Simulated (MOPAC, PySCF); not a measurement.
CH9NSi2, SMILES `C[Si@@H](N)[SiH3]` (Si–Si–N–H torsion 161°), neutral singlet in the gas phase. 

Z-matrix (Å, degrees):
```
Si
N 1 1.7241
H 2 1.0066 1 120.90
H 2 1.0070 3 111.21 1 150.73
H 1 1.4912 2 106.26 3 -168.10
C 1 1.8763 5 107.84 2 124.95
H 6 1.0930 1 111.30 5 179.27
H 6 1.0935 7 108.03 1 -121.79
H 6 1.0938 7 107.96 8 -116.61
Si 1 2.3450 5 109.93 2 -115.53
H 10 1.4881 1 111.83 5 49.05
H 10 1.4903 11 108.37 1 122.93
H 10 1.4926 11 107.85 12 116.03
```
Charge 0, multiplicity 1.

All levels are single points at this geometry (PBE0-D4/def2-TZVP); Pople sets use spherical d functions. Orbital energies aren't observables, and empty levels follow the basis.

B3LYP-D3(BJ)/def2-TZVP in PySCF gives gap (eV) = 6.82.

Q: Estimate the gap (eV) from each of these levels: PBE-D3(BJ)/def2-TZVP in PySCF; PBE0-D4/def2-TZVP in PySCF; B3LYP/LANL2DZ in PySCF; SVWN5/6-31G* in PySCF; PM7 in MOPAC.

A: 
```
level                          gap (eV)
-----------------------------  --------
PBE-D3(BJ)/def2-TZVP in PySCF      5.10
PBE0-D4/def2-TZVP in PySCF         7.25
B3LYP/LANL2DZ in PySCF             7.23
SVWN5/6-31G* in PySCF              5.20
PM7 in MOPAC                       9.80
```
